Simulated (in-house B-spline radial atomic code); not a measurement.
A fraction x of an electron is removed from 3p in the gallium ion Ga⁴⁺, starting from [Ar] 3d9 and keeping the highest spin. Method: scalar-relativistic (X2C) BP86, spin-polarised, spherical fractional occupations, Fermi nucleus of rms radius 3.9973 fm. Calculated with an all-electron radial atomic-structure program (B-spline basis).

```tsv
x	E(x) - E(0) (eV)	3p down level (eV)
0	0.0000	-155.826
0.08	12.5473	-157.858
0.18	28.4607	-160.415
0.37	59.4043	-165.318
0.39	?	?
0.5	81.1158	-168.708
0.57	92.9896	-170.545
0.68	?	?
0.79	131.1484	-176.366
0.99	166.9562	-181.721
1	168.7747	-181.990
```

(1) What belongs in the row x = 0.39?

(2) What belongs in the row x = 0.68?

(3) Check Janak's theorem between x = 0.08 and 0.18.

## Answers

(1) An energy change of 62.7159 eV; 3p down at -165.838 eV.

(2) An energy change of 111.9089 eV; 3p down at -173.446 eV.

(3) The slope of the energy is 159.13 eV; the orbital levels give 159.14 eV (-ε of the emptying orbital, averaged over the two points).
